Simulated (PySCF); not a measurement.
C5H6ClFO2 (charge -1 and doublet state).
Structure used (GFN2-xTB), in Å, numbered top down from 1:
```xyz
15
C5H6ClFO2 angstrom
O     -1.1453   -1.5431   -1.2703
C     -0.2610   -0.7179   -0.8812
C      1.0783   -1.0612   -0.6327
C      2.0605   -0.2088   -0.1890
Cl     3.6925   -0.7776    0.0288
C     -0.6795    0.7388   -0.6673
O     -0.5230    1.1963    0.6993
C     -1.1984    0.4599    1.6067
F     -2.5066    0.9344    1.7791
H      1.3423   -2.0965   -0.8111
H      1.9476    0.8300    0.0526
H     -1.7279    0.8542   -0.9681
H     -0.0539    1.4254   -1.2446
H     -0.7263    0.5709    2.5913
H     -1.3039   -0.5969    1.3234
```

The hyperfine couplings belong to this conformer and change with its torsions.

The species is `[O-][C](/C=C/Cl)COCF` [radical] (charge -1).

Computed, not measured: UKS B3LYP, pcH-1 on C Cl F H O, non-relativistic, mean-field spin-orbit, GIAO in PySCF. Whether the extra electron is bound in the gas phase wasn't checked; a finite basis holds it in any case. Couplings are sensitive to structure, and on GFN2-xTB geometries they can be far from those on DFT ones, by a factor of two or more for some ions and for spin on atoms past the first row. Stability of the SCF solution: not tested.

(1) What is the g tensor, term by term?

(2) Average each term over the three axes. Which is largest in size?

(3) What effective moment and Curie constant follow for a powder?

(4) In a frozen sample, at which fields do the three g values resonate at 9.5, 34, 94 and 263 GHz (hyperfine left aside), and which band first spreads them over more than twice a line width of 1.0 mT?

Answers

(1) 
```json
{"Δg (ppm)": "relativistic mass correction", "1": "-218", "2": "-218", "3": "-218"}
{"Δg (ppm)": "gauge correction", "1": "-3", "2": "45", "3": "55"}
{"Δg (ppm)": "orbital Zeeman/spin–orbit", "1": "-221", "2": "3406", "3": "5129"}
{"Δg (ppm)": "total", "1": "-441", "2": "3233", "3": "4966"}
```

So g = 2.00188, 2.00555, 2.00729 and g_iso = 2.00491; the tensor is rhombic: the two nearest values differ by 32 % of g3 − g1. Axes: g3 points within 3° of the O1–C2 bond.

(2) The orbital-Zeeman/spin–orbit term 2771, the mass correction -218 and the gauge correction 32 ppm, for a total of 2586 ppm. The orbital-Zeeman/spin–orbit term is the largest in size. The mass correction is the same along every axis, so the anisotropy comes from the other two: their spans along these axes are 58 (gauge) and 5349 ppm (orbital Zeeman/spin–orbit).

(3) With the mean of g² = 4.0196 and S(S+1) = 0.75: μ_eff = √(⟨g²⟩S(S+1)) = 1.736 μB and χT = 0.12505·⟨g²⟩·S(S+1) = 0.377 cm³ K/mol (cgs; spin-Hamiltonian part alone).

(4) 
```json
{"band": "X", "GHz": "9.5", "B(g3) mT": "338.15", "B(g2) mT": "338.44", "B(g1) mT": "339.06", "spread mT": "0.91"}
{"band": "Q", "GHz": "34.0", "B(g3) mT": "1210.20", "B(g2) mT": "1211.25", "B(g1) mT": "1213.47", "spread mT": "3.27"}
{"band": "W", "GHz": "94.0", "B(g3) mT": "3345.86", "B(g2) mT": "3348.75", "B(g1) mT": "3354.89", "spread mT": "9.04"}
{"band": "J", "GHz": "263.0", "B(g3) mT": "9361.28", "B(g2) mT": "9369.37", "B(g1) mT": "9386.56", "spread mT": "25.29"}
```

The spread grows in proportion to the frequency. Q band is the first where it exceeds 2.0 mT.

Largest spin populations (Mulliken): C4 (+0.50), O1 (+0.29) and C2 (+0.23). Three atoms exceed +0.15.

The HOMO–LUMO gaps are 3.92 eV among the α and 4.96 eV among the β orbitals.

Time: 4.3 min (grids of density and orbitals included); peak memory 0.97 GiB. Hardware: one thread of an Intel Xeon at 2.50 GHz, shared host.

The SMILES draws the unpaired electron on C2; the largest computed Mulliken spin population is on C4 (0.50 against 0.23).
